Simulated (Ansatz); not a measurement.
`CO[SiH2][O][GeH3]` + `N[SiH2][SiH](O)F` → `CO[SiH2][SiH2]N` + `O[SiH](F)[O][GeH3]`  (redistribution)

Gas-phase electronic energies from Ansatz, PBE0-D4/def2-TZVP geometries. CCSD(T)/CBS adds triple-zeta CCSD(T) − MP2 to the extrapolated MP2 energy (def2 sets, frozen cores). For Ge outer-core shells are correlated without core-valence functions, which leaves a few kJ/mol of doubt a bond. Scalar relativity is left out up to krypton. One conformer a species, not always the lowest.

```csv
species,CCSD(T)/def2-TZVPP energy (Eh)
`CO[SiH2][O][GeH3]`,-2557.86172
`N[SiH2][SiH](O)F`,-811.40536
`CO[SiH2][SiH2]N`,-751.40400
`O[SiH](F)[O][GeH3]`,-2617.87166
```

Task: Work out ΔE.

Result: ΔE = (-751.40400) + (-2617.87166) − (-2557.86172) − (-811.40536) = -0.00858 Eh = -22.5 kJ/mol. CCSD(T)/CBS gives -21.7 kJ/mol.

Largest T1 diagnostic among the species: 0.012.

In def2-TZVPP, CCSD(T) changes the Hartree–Fock value by +3.3 kJ/mol (the triples alone add +1.0 kJ/mol) and MP2 by +4.2 kJ/mol.
